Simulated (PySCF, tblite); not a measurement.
Isomers of C2H10OSi2, one GFN2-xTB conformer each. Single-point energies are computed at PBE0/pcSseg-1 (PySCF, gas phase, no added dispersion term), electronic only.

Question: Rank them by PBE0/pcSseg-1 energy, lowest first (kcal/mol).
A. `[OH:1][CH2:2][CH:3]([SiH3:4])[SiH3:5]` with H–O1–C2–C3 62°, O1–C2–C3–Si4 41°
B. `[SiH3:1][CH2:2][CH2:3][O:4][SiH3:5]` with Si1–C2–C3–O4 37°, C2–C3–O4–Si5 168°

Answer: B (0.0), A (15.9).

As drawn, the lower has an Si–O bond, which the higher lacks; the higher has an O–H bond, which the lower lacks. GFN2-xTB itself gives, in the same order: 0.0, 42.7. Both levels put the same isomer lowest.

Which frontier levels, dipoles and rotational constants go with these structures?

```tsv
SMILES	HOMO (eV, PBE0/pcSseg-1)	LUMO (eV)	dipole (D)	A, B, C (MHz)
[SiH3]CCO[SiH3]	-8.13	0.32	1.57	6472, 1474, 1267
OCC([SiH3])[SiH3]	-8.05	0.42	1.69	3640, 2117, 1439
```

What happens when harmonic zero-point energies from GFN2-xTB frequencies are added?

```
           SMILES  ZPE (kcal/mol)  electronic (kcal/mol)  with ZPE (kcal/mol)
  [SiH3]CCO[SiH3]            67.3                    0.0                  0.0
OCC([SiH3])[SiH3]            66.8                   15.9                 15.5
```

The zero-point energies span 0.5 kcal/mol. The order is unchanged.
